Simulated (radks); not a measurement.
The numbers below are computed, except where a source is named.
Task: The lead ion Pb4+ is in [Xe] 4f14 5d10. Code: a radial shooting solver on a logarithmic mesh with Libxc functionals. Model: scalar-relativistic Kohn-Sham, BLYP, spin-polarised, spherical densities, finite nucleus; Fermi nuclear charge, rms radius of each element as measured or else 0.836 A^(1/3) + 0.57 fm. Open shells are filled with parallel spins first. One electron is removed from 5s, 5p, 4f, 5d in turn, with full relaxation. Which removal costs least, and what does each cost?

Result: 5d 69.395 eV; 5p 136.07 eV; 4f 189.94 eV; 5s 195.17 eV. The 5d electron leaves first.
